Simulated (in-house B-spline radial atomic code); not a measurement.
A run on neutral samarium (an excited or competing configuration) that did not converge. Method: scalar-relativistic (X2C) wB97X, spin-polarised, spherical fractional occupations, exact exchange averaged over the configuration, Fermi nucleus of rms radius 5.0819 fm; computed with an all-electron radial atomic-structure program (B-spline basis).

Command:
```bash
python run_scf.py task.json out
```
Settings (nuclear radius in fm, mass in u):
```
Z                62
configuration    [Kr] 4d9 4f6 5s2 5p6 6s2 6f1
hamiltonian      x2c
method           wb97x
spin_polarised   True
nucleus          fermi
rms_radius       5.0819
atomic_mass      151.91974
speed_of_light   137.035999084
exact_exchange   averaged over the configuration
```

First and last ten iterations of the last attempt (damped for 15 steps, keeping 80 % of the old Fock matrix, then DIIS):
```
 iter        energy (Eh)    residual
    1      -10392.138171    6.78e-01
    2      -10400.810029    8.97e-01
    3      -10411.345117    5.82e-01
    4      -10416.903049    3.46e-01
    5      -10419.714326    2.34e-01
    6      -10421.079653    1.68e-01
    7      -10421.769256    1.13e-01
    8      -10422.033851    7.77e-02
    9      -10422.149686    5.38e-02
   10      -10422.206767    3.80e-02
  111      -10422.293980    5.05e-04
  112      -10422.293913    5.16e-04
  113      -10422.293890    5.01e-04
  114      -10422.293794    5.45e-04
  115      -10422.293812    5.34e-04
  116      -10422.293969    4.56e-04
  117      -10421.644995    2.03e-01
  118      -10414.474824    2.15e-01
  119      -10414.517450    2.12e-01
  120      -10414.519321    2.12e-01
 not converged after 120 iterations
```

The smallest residual met was 3.6e-04; the threshold is about 6e-07. No energy from this run should be used. Cost of the run: 47 s on 1 thread of Arm Neoverse V1, on a shared host.
